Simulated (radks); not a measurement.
Question: Zn+, 29 electrons, occupied as [Ar] 3d10 4p1 (not the ground configuration). Calculated with a radial shooting solver on a logarithmic mesh with Libxc functionals: Dirac Kohn-Sham, PBE, spin-unpolarised, spherical densities, point nucleus; open shells fill j = l - 1/2 first.

Spin-orbit splittings of the eigenvalues, e(l+1/2) - e(l-1/2), with zeta = 2 splitting/(2l+1) and mean radii in bohr:

| shell | occ. | splitting (eV) | zeta (eV) | <r> j=l-1/2 | <r> j=l+1/2 |
|---|---|---|---|---|---|
| 2p | 6 | 23.88 | 15.92 | 0.1959 | 0.1993 |
| 3p | 6 | 3.057 | 2.038 | 0.7064 | 0.7172 |
| 3d | 10 | ? | ? | 0.8863 | 0.8935 |
| 4p | 1 | 0.1327 | 0.08848 | 3.051 | 3.091 |

Estimate the 3d splitting.

Answer: 0.3608 eV (zeta = 0.1443 eV).
